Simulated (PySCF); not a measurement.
SMILES N(CC)([CH2])CC, doublet, GFN2-xTB optimised geometry.

```
18

C      1.58    -0.83     2.25
N      0.69    -0.42     1.26
C      0.23     0.94     1.24
C      0.75     1.68     0.00
C     -0.14    -1.42     0.65
C     -1.26    -1.93     1.57
H      1.99    -1.81     2.13
H      2.20    -0.06     2.66
H      0.57     1.45     2.14
H     -0.87     0.96     1.23
H      1.84     1.68     0.00
H      0.41     1.19    -0.91
H      0.40     2.71     0.00
H     -0.58    -1.00    -0.26
H      0.49    -2.27     0.36
H     -0.82    -2.34     2.48
H     -1.93    -1.12     1.84
H     -1.84    -2.71     1.07
```

Density from unrestricted PBE0/def2-SVP in PySCF at that geometry.

Minimum of the electron density along straight lines between bonded atoms, close to the bond critical point (lines longer than 1.1 times the sum of covalent radii, or with two minima, are not listed):

| bond | length / Å | ρ at the minimum / e bohr⁻³ | ∇²ρ there / e bohr⁻⁵ | position (fraction from the first atom) |
|---|---|---|---|---|
| C1–N2 | 1.385 | 0.295 | (withheld) | 0.34 |
| N2–C3 | 1.441 | 0.274 | -0.80 | 0.62 |
| C3–C4 | 1.532 | 0.243 | -0.56 | 0.50 |
| N2–C5 | 1.439 | 0.275 | -0.80 | 0.62 |
| C5–C6 | 1.533 | 0.242 | -0.55 | 0.50 |
| C1–H7 | 1.075 | 0.282 | -1.06 | 0.63 |
| C1–H8 | 1.074 | 0.283 | -1.06 | 0.63 |
| C3–H9 | 1.093 | 0.280 | -1.05 | 0.63 |
| C3–H10 | 1.097 | 0.277 | -1.01 | 0.63 |
| C4–H11 | 1.087 | 0.277 | -1.02 | 0.63 |
| C4–H12 | 1.087 | 0.276 | -1.01 | 0.62 |
| C4–H13 | 1.087 | 0.276 | -1.00 | 0.62 |
| C5–H14 | 1.094 | 0.279 | -1.03 | 0.63 |
| C5–H15 | 1.094 | 0.279 | -1.04 | 0.63 |
| C6–H16 | 1.087 | 0.277 | -1.03 | 0.63 |
| C6–H17 | 1.088 | 0.276 | -1.00 | 0.62 |
| C6–H18 | 1.087 | 0.276 | -1.00 | 0.62 |

Problem. What belongs in the gaps?

Solution. 
- C1–N2, ∇²ρ there / e bohr⁻⁵: -0.64
